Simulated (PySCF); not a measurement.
CHClF2.

```xyz
5

F     -1.0271     0.1532     1.0790
C     -0.4447    -0.3585     0.0000
F     -1.0271     0.1532    -1.0790
Cl     1.2765     0.0499     0.0000
H     -0.5454    -1.4548     0.0000
```

The structure is a stationary point at PBE0-D3(BJ)/def2-SVP.

Level of theory: KT2/pcSseg-2 (PySCF). Non-relativistic, no solvent.

Computed absolute GIAO shielding of each atom: isotropic value and principal components (ppm):
```
atom  σ(iso)    σ11    σ22     σ33   span
----  ------  -----  -----  ------  -----
F1     231.3  141.1  265.6   287.1  146.0
C2      52.7   22.4   64.1    71.4   49.0
F3     231.3  141.1  265.6   287.1  146.0
Cl4    622.7  349.8  487.8  1030.5  680.8
H5      23.7   20.5   22.3    28.4    7.8
```
